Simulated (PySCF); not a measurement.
A search over the determinants of BiCl

Unrestricted PBE0; Bi def2-SVPD with ECP60, Cl def2-SVPD; scalar-relativistic core potentials (PySCF 2.14). Outer shells of the fragments: Bi 5d10 6s2 6p3; Cl 3s2 3p5.

Followed along the bond (rough minima from three points):

```
2Ms+1    unpaired  ⟨S²⟩ at the start  R at minimum (Å)  Te (eV)
    3        π ↑↑               2.00              2.49     0.00
    1        π ↑↓               1.00              2.49     0.33
    1        none               0.00              2.48     1.20
    5  σ ↑, π ↑↑↑               6.00  none in the scan   ≤ 4.39
```

Solutions found at the starting distance of 2.430 Å, counted from the lowest of them; the search is not exhaustive and high or unbound solutions are not listed, so other states can lie among these:

```csv
2Ms+1,unpaired,term,E (eV),⟨S²⟩,⟨Lz²⟩,μ (D)
3,π ↑↑,³Σ⁻,0.00,2.00,0.00,-3.03
1,π ↑↓,mixed,0.33,1.00,2.01,-2.95
1,none,mixed,1.19,0.00,2.00,-2.69
3,"σ ↑, π ↑",³Π,2.57,2.01,1.01,-2.16
1,"σ ↓, π ↑",mixed,2.82,1.00,1.01,-1.92
3,π ↑↑,mixed,5.14,2.00,2.01,2.54
3,"σ ↑, π ↑",³Π,5.34,2.01,1.00,0.82
5,"σ ↑, π ↑↑↑",⁵Π,5.47,6.00,1.01,2.55
5,"σ ↑↑, π ↑↑",⁵Σ⁻,5.47,6.00,0.00,0.96
1,"σ ↓, π ↑",mixed,5.51,1.01,1.00,0.95
3,"σ ↑, π ↑↑↓",mixed,6.09,3.01,3.02,2.67
1,"σ ↓↓, π ↑↑",mixed,6.35,2.01,0.00,1.47
```

A term symbol is given only where ⟨S²⟩ and ⟨Lz²⟩ are close to those of a pure state; real π, δ and φ orbitals otherwise mix terms. A positive dipole means Bi(−)Cl(+).

Spin–orbit coupling is left out, which matters for elements this heavy, above all for dissociation energies. Counting both spins, an empty level lies below a filled one in some of these solutions, because spin and occupation are held.
